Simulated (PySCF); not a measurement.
B3LYP has the VWN-RPA correlation part, as in Gaussian. Delta-SCF ions had no search for a lower state. Excitations are Tamm–Dancoff values on a coarser integration grid. The basis has no diffuse functions, so Rydberg states are missing or too high.

Cartesian coordinates (Å):
```xyz
10

B      1.7913    -0.1822     0.1215
Si     0.0297     0.7829     0.0004
C     -1.3382    -0.5229    -0.0956
H      2.4508    -0.4247    -0.8418
H      2.1915    -0.5966     1.1660
H     -0.2028     1.6379     1.1952
H     -0.0562     1.6617    -1.1956
H     -1.2156    -1.1579    -0.9743
H     -1.3342    -1.1605     0.7898
H     -2.3144    -0.0395    -0.1615
```
Charge 0, spin multiplicity 1.

### Question
What is the computed total energy, HOMO–LUMO gap, vertical ionisation energy (Delta-SCF), S1–T1 gap (TDA) and S1 oscillator strength (B3LYP-D3(BJ)/def2-TZVP (PySCF 2.14.0))?

### Answer

The total energy is -356.6968 Ha and the HOMO–LUMO gap comes out as 5.34 eV. The vertical ionisation energy (Delta-SCF) is 10.28 eV. The S1–T1 gap (TDA) is 0.87 eV and the S1 oscillator strength comes out as 0.011.
